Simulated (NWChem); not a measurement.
Species: C$_{2}$H$_{6}$OSi; SMILES C=C[SiH2]O

```xyz
10

Si    -0.5355     0.7033    -0.0359
O      1.0444     1.2945    -0.0537
C     -0.5348    -1.1721     0.0393
C      0.6024    -1.8891    -0.0645
H     -1.1588     1.2022    -1.3063
H     -1.3266     1.2400     1.1338
H      1.5345     1.1547     0.7751
H     -1.4914    -1.7120     0.1770
H      1.5773    -1.3900    -0.2074
H      0.6170    -2.9919    -0.0176
```
Atoms are numbered in this order, from 1.

Level: PBE-D3(BJ)/def2-SVP (NWChem), optimised geometry, unscaled harmonic frequencies. 

Problem. List the harmonic frequencies with IR intensities, and the thermochemistry.

Solution. 
```
frequency (cm⁻¹)  IR intensity (km/mol)
----------------  ---------------------
118                                 4.5
165                                 1.4
232                                91.8
403                                32.2
410                                 1.7
630                                79.4
636                                21.1
722                                26.8
805                                76.7
869                               204.6
889                               100.5
921                                75.6
947                                23.2
977                                49.0
1009                               12.9
1226                                0.4
1364                               12.3
1618                                4.6
2129                              155.7
2186                              112.2
3046                               13.9
3064                                4.5
3141                                7.8
3765                               62.9
```

| Item | Result |
|---|---|
| zero-point energy | 44.7 kcal/mol |
| thermal correction to the enthalpy at 298.15 K (with zero-point energy) | 49.1 kcal/mol |
| heat capacity Cv | 20.9 cal/(mol K) |
| entropy at 298.15 K and 1 atm (symmetry number 1) | 75.5 cal/(mol K) |
| dipole moment | 1.62 D |

Rigid rotor and harmonic oscillator.
